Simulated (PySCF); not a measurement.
**Assigning NMR signals**

Molfile (atoms numbered from 1):
```
C8H11NO
     RDKit          3D

 21 21  0  0  0  0  0  0  0  0999 V2000
   -2.2655    1.4862    0.5593 C   0  0  0  0  0  0  0  0  0  0  0  0
   -1.3333    0.4120    0.0863 C   0  0  0  0  0  0  0  0  0  0  0  0
   -1.7629   -0.7156   -0.4570 C   0  0  0  0  0  0  0  0  0  0  0  0
   -0.8665   -1.8110   -0.9399 C   0  0  0  0  0  0  0  0  0  0  0  0
    0.5662   -1.5486   -0.6388 C   0  0  0  0  0  0  0  0  0  0  0  0
    1.0290   -0.4226   -0.0995 C   0  0  0  0  0  0  0  0  0  0  0  0
    2.4956   -0.3241    0.1380 C   0  0  0  0  0  0  0  0  0  0  0  0
    2.9535    0.8668    0.6054 N   0  0  0  0  0  0  0  0  0  0  0  0
    3.2581   -1.2502   -0.0603 O   0  0  0  0  0  0  0  0  0  0  0  0
    0.1291    0.7224    0.2723 C   0  0  0  0  0  0  0  0  0  0  0  0
   -2.1304    1.6644    1.6263 H   0  0  0  0  0  0  0  0  0  0  0  0
   -3.3011    1.2085    0.3824 H   0  0  0  0  0  0  0  0  0  0  0  0
   -2.0620    2.4222    0.0388 H   0  0  0  0  0  0  0  0  0  0  0  0
   -2.8237   -0.8934   -0.5741 H   0  0  0  0  0  0  0  0  0  0  0  0
   -0.9908   -1.9419   -2.0227 H   0  0  0  0  0  0  0  0  0  0  0  0
   -1.1643   -2.7633   -0.4851 H   0  0  0  0  0  0  0  0  0  0  0  0
    1.2717   -2.3327   -0.8776 H   0  0  0  0  0  0  0  0  0  0  0  0
    2.3721    1.6757    0.7156 H   0  0  0  0  0  0  0  0  0  0  0  0
    3.9452    0.9622    0.7457 H   0  0  0  0  0  0  0  0  0  0  0  0
    0.2960    0.9972    1.3213 H   0  0  0  0  0  0  0  0  0  0  0  0
    0.3752    1.6028   -0.3368 H   0  0  0  0  0  0  0  0  0  0  0  0
  1  2  1  0
  2  3  2  0
  3  4  1  0
  4  5  1  0
  5  6  2  0
  6  7  1  0
  7  8  1  0
  7  9  2  0
  6 10  1  0
 10  2  1  0
  1 11  1  0
  1 12  1  0
  1 13  1  0
  3 14  1  0
  4 15  1  0
  4 16  1  0
  5 17  1  0
  8 18  1  0
  8 19  1  0
 10 20  1  0
 10 21  1  0
M  END
```

Computational details: NMR shieldings at PBE0/pcSseg-1/GIAO, GFN2-xTB structure, in PySCF 2.14 (non-relativistic, no solvent model, one conformer, equivalent nuclei averaged).

δ = σ(ref) − σ, references computed at the same level: $^{13}$C and $^{1}$H vs TMS.

**Question.** Assign these signals to the numbered atoms. $^{13}$C{$^{1}$H} NMR (computed): δ 167.1, 144.6, 137.4, 131.4, 125.8, 33.1, 32.7, 27.0.

**Answer.** 
| δ (ppm) | atoms | environment | reason |
| --- | --- | --- | --- |
| 167.1 | C7 | amide carbonyl carbon | it is a carbonyl in resonance with an O or N lone pair, the region of acids, esters and amides |
| 144.6 | C5 | β carbon of a C=C–C=O unit | conjugation with the carbonyl draws π density from the β position |
| 137.4 | C2 | fully substituted alkene carbon | the olefinic region |
| 131.4 | C6 | α carbon of a C=C–C=O unit | an sp2 carbon of a C=C bond |
| 125.8 | C3 | alkene CH | the olefinic region |
| 33.1 | C4 | allylic sp3 CH2 | a saturated carbon with 2 carbon neighbours and no heteroatom attached |
| 32.7 | C10 | allylic sp3 CH2 | – |
| 27.0 | C1 | allylic methyl carbon | a saturated carbon with 1 carbon neighbour and no heteroatom attached |

C4 and C10 lie closer than the usual error of such a calculation, so a measured spectrum could show them in the other order.

**Question.** Assign these signals to the numbered atoms. $^{1}$H NMR (600 MHz, computed): δ 7.54 (t, 1H), 5.82 (t, 1H), 5.04 (br, 1H), 4.59 (br, 1H), 3.13 (m, 2H), 2.58 (s, 2H), 1.84 (s, 3H).

**Answer.** 
| δ (ppm) | atoms | environment | reason |
| --- | --- | --- | --- |
| 7.54 | H17 | hydrogen on a β carbon of a C=C–C=O unit | olefinic region |
| 5.82 | H14 | hydrogen on an alkene CH | a vinylic proton, deshielded by the sp2 carbon and the C=C anisotropy |
| 5.04 | H18 | hydrogen on an amide-type nitrogen | exchangeable, gas-phase position |
| 4.59 | H19 | hydrogen on an amide-type nitrogen | – |
| 3.13 | H15/H16 | hydrogen on an allylic sp3 CH2 | allylic position |
| 2.58 | H20/H21 | hydrogen on an allylic sp3 CH2 | – |
| 1.84 | H11/H12/H13 | hydrogen on an allylic methyl carbon | allylic position |

The OH or NH signal is concentration- and solvent-dependent in practice; the value given is the gas-phase one. Rotation about the amide-type C–N bond is slow at room temperature, so the two groups on nitrogen are listed apart. Shifts are as computed. Against solution values, carbons near 30 ppm lie about +3 ppm off and those near 130 ppm about +5 ppm. Of 1211 compounds with measured shifts, 218 miss one by over three times the rms of a fit or turn the order of signals round; such compounds aren't used in these exercises. The C=O carbon of an acid or of an amide with N–H lies up to 10 ppm further downfield in solution, through hydrogen bonding that the calculation lacks. No couplings were computed; multiplicities are counted from neighbouring protons, with m where these are inequivalent, close in shift, in a saturated or five-membered ring or joined by F or P, and br s for small geminal =CH2 splittings.
